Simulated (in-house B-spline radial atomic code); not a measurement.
Configurations of Se III (Se2+), with energies counted from [Ar] 3d10 4s2 4p2. All numbers are computed (scalar-relativistic (X2C) wB97X, spin-polarised, spherical fractional occupations, exact exchange averaged over the configuration; Fermi nucleus of rms radius 4.14 fm) with a B-spline radial code for spherical atoms, not measured. Shells without spins written out take the highest spin.

Occupations are held fixed; configurations that lie above the ionisation limit could autoionise.

| configuration | E - E(ref) (eV) | highest orbital | its <r> (bohr) |
| --- | --- | --- | --- |
| [Ar] 3d10 4s1 4p3 | 9.278 | 4p up | 1.939 |
| [Ar] 3d9 4s2 4p2 5s1 | 71.734 | 5s up | 3.832 |
| [Ne] 3s2 3p5 3d10 4s2 4p3 | 155.8 | 4p up | 1.856 |
| [Ne] 3s2 3p5 3d10 4s2 4p2 5f1 | 185.17 | 5f up | 9.76 |

(1) Order these further configurations by energy, lowest first.
A. [Ar] 3d10 4s2 4p1 4f1
B. [Ne] 3s2 3p5 3d10 4s2 4p2 4d1
C. [Ne] 3s2 3p5 3d10 4s2 4p2 5s1
D. [Ar] 3d9 4s2 4p2 4d1
E. [Ar] 3d10 4s2 4p1 5s1

Answers

(1) E (15.668 eV), A (23.588 eV), D (70.96 eV), B (173.22 eV), C (173.98 eV).
